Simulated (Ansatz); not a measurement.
Ansatz (a first-principles code) job for Mn(OH)2 (H₂MnO₂), SMILES [OH][Mn][OH] (connectivity only; charge and spin as stated), neutral, multiplicity 6, PBE0/def2-TZVPD. The structure is a stationary point at B3LYP-D3(BJ)/def2-TZVP. The spin state was assumed, not searched. One conformer was computed; it need not be the lowest.

Ansatz 0.2 input:
```yaml
crystal:
  periodic: [false, false, false]
  atoms:
    - {symbol: Mn, position_ang: [0.00000000, -0.00000001, 0.01453147]}
    - {symbol: O, position_ang: [-1.82504510, 0.07024416, -0.07337002]}
    - {symbol: H, position_ang: [-2.50095282, -0.41007973, 0.40531687]}
    - {symbol: O, position_ang: [1.82504510, -0.07024410, -0.07337008]}
    - {symbol: H, position_ang: [2.50095282, 0.41007938, 0.40531722]}
basis:
  gaussian:
    orbitals: def2-TZVPD
hamiltonian:
  xc: {name: PBE0}
magnetization: {spin_polarized: true, initial_magnetization: 5}
```

Log of the run:

```
WARN ansatz: RAYON_NUM_THREADS=1 ignored (pool sized by the plan → 1); use --threads N
Functional definition: PBE0
integrals: 0.06 GiB planned
1012 factors; their error is unknown
mean field: 0.75 GiB planned
mean field evaluation 1: about -35430.9070 eV, gradient 5.4e1 eV
mean field evaluation 2: about -35402.0229 eV, gradient 1.0e2 eV
mean field evaluation 4: about -35440.4273 eV, gradient 8.3e0 eV
mean field evaluation 8: about -35440.8000 eV, gradient 2.0e-1 eV
mean field evaluation 16: about -35440.8002 eV, gradient 1.7e-5 eV
mean field -35440.80021699 eV, -1302.4253853372 hartree, gradient 1.6e-5 eV, S^2 8.764685; 0 other end points of the search recorded, 0 dependent functions left out
reference -35440.80025894 eV, -1302.4253868789 hartree; 24, 19 occupied and 122, 127 virtual orbitals, 1012 factors
Total energy: -35440.80025894 eV, -1302.4253868789 hartree
```

The calculation finished and met its thresholds.

Cost: very roughly 3.0 core-seconds.
